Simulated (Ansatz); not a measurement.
Ideal-gas functions of C2H5ClSi (`Cl[SiH]1CC1`) at 800 K and 1 bar, from an Ansatz frequency run at PBE0-D4/def2-TZVP.

Molar mass 92.6 g/mol, point group Cs (symmetry number 1), electronic degeneracy 1, moments of inertia 42.757, 196.06, 196.729 u Å². Harmonic wavenumbers (cm⁻¹, unscaled): 185, 194, 497, 510, 691, 707, 709, 721, 746, 905, 960, 1008, 1023, 1189, 1409, 1424, 2286, 3133, 3135, 3207, 3221.

Use S(trans) = R[1.5 ln M + 2.5 ln T − 1.1517]; rotational temperatures θ = 24.2544 K / I; S(rot) = R[ln(√π/σ · √(T³/θAθBθC)) + 1.5]; for each mode x = 1.438777 ν̃/T, S = R[x/(eˣ − 1) − ln(1 − e⁻ˣ)] and H = RT x/(eˣ − 1); 1 cm⁻¹ = 0.0119627 kJ/mol; R = 8.31446 J/(mol·K).

Q: By hand: the entropy, in J/(mol·K).

A: Translation 185.8. Rotation: θ = 0.5673, 0.1237, 0.1233 K, giving 120.3. Vibration, mode by mode: 17.50, 17.11, 9.52, 9.32, 7.02, 6.86, 6.84, 6.71, 6.47, 5.13, 4.74, 4.42, 4.33, 3.42, 2.50, 2.45, 0.71, 0.20, 0.20, 0.18, 0.17, in all 115.8. Electronic 0.0. Sum 421.9 J/(mol·K).

Q: By hand: H − E and G − E in kJ/mol, counted from the electronic energy.

A: Zero-point energy ½ × 27860 × 0.0119627 = 166.6; thermal vibration 51.2; translation, rotation and pV give 4 RT = 26.6. H − E = 244.4 kJ/mol, and G − E = 244.4 − 800 × 421.9/1000 = -93.1 kJ/mol.

Vibration gives 27 % of the entropy.
